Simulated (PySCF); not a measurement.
**Electron correlation in Ge²⁺ (germanium, charge +2)**

Starting occupation: [Ar] 3d10 4s2. Computed with PySCF 2.14 in x2c-TZVPPall-2c with one added diffuse shell each of s, p, d type (7s8p5d1f, 63 functions), with X2C-1e with screened-nucleus spin-orbit coupling, Gaussian nucleus. Frozen: [Ne]; 20 electrons correlated.

MP2 pair energies summed by pair of shells (mhartree):

```
       pair  energy  share (%)
3d3/2-3d5/2  -54.68       18.0
3d5/2-3d5/2  -37.57       12.3
3d5/2-3p3/2  -34.53       11.3
4s1/2-4s1/2  -28.19        9.3
3d3/2-3p3/2  -23.53        7.7
3d5/2-3p1/2  -17.49        5.7
3d3/2-3d3/2  -15.37        5.0
3d5/2-4s1/2  -12.91        4.2
3d5/2-3s1/2  -11.49        3.8
3p1/2-3p3/2  -11.46        3.8
3d3/2-3p1/2  -10.75        3.5
3p3/2-3p3/2  -10.36        3.4
3d3/2-4s1/2   -8.48        2.8
3p3/2-3s1/2   -7.61        2.5
3d3/2-3s1/2   -7.58        2.5
3p1/2-3s1/2   -3.77        1.2
3p3/2-4s1/2   -3.09        1.0
3p1/2-3p1/2   -2.22        0.7
3s1/2-3s1/2   -1.48        0.5
3p1/2-4s1/2   -1.43        0.5
3s1/2-4s1/2   -0.56        0.2
```

Total MP2 correlation energy: -304.53 mhartree.

| level | correlation energy (mhartree) |
| --- | --- |
| CCSD | -289.54 |
| (T) | -6.48 |
| CCSD(T) | -296.02 |

Diagnostics: T1 = 0.0069, largest double amplitude 0.097.

Cost of the coupled-cluster step: 1000 s of wall time on 4 threads of Neoverse-V2 (shared host), for 20 occupied and 96 virtual spinors.

Iterations:

```
Init t2, MP2 energy = -0.304529996842081
CCSD nocc = 20, nmo = 116
Init t2, MP2 energy = -0.304529996842081
Init E_corr(GCCSD) = -0.304529996842081
cycle = 1  E_corr(GCCSD) = -0.275389531777943  dE = 0.0291404651  norm(t1,t2) = 0.0675832
cycle = 2  E_corr(GCCSD) = -0.290513146183244  dE = -0.0151236144  norm(t1,t2) = 0.0219957
cycle = 3  E_corr(GCCSD) = -0.288368917346769  dE = 0.00214422884  norm(t1,t2) = 0.00877096
cycle = 4  E_corr(GCCSD) = -0.28950806851199  dE = -0.00113915117  norm(t1,t2) = 0.00315286
cycle = 5  E_corr(GCCSD) = -0.28955217345828  dE = -4.41049463e-05  norm(t1,t2) = 0.000199432
cycle = 6  E_corr(GCCSD) = -0.289540327669275  dE = 1.1845789e-05  norm(t1,t2) = 6.0596e-05
cycle = 7  E_corr(GCCSD) = -0.289539073003596  dE = 1.25466568e-06  norm(t1,t2) = 1.09059e-05
cycle = 8  E_corr(GCCSD) = -0.289539832659314  dE = -7.59655718e-07  norm(t1,t2) = 3.08293e-06
cycle = 9  E_corr(GCCSD) = -0.289539702358629  dE = 1.30300685e-07  norm(t1,t2) = 9.40376e-07
cycle = 10  E_corr(GCCSD) = -0.289539673735292  dE = 2.86233366e-08  norm(t1,t2) = 2.59234e-07
cycle = 11  E_corr(GCCSD) = -0.289539693899147  dE = -2.01638548e-08  norm(t1,t2) = 5.3205e-08
cycle = 12  E_corr(GCCSD) = -0.289539691286262  dE = 2.61288524e-09  norm(t1,t2) = 1.21592e-08
GCCSD converged
E(GCCSD) = -2096.544826448405  E_corr = -0.289539691286262
```

This basis was not built for core-valence correlation, so the inner-shell part is incomplete.
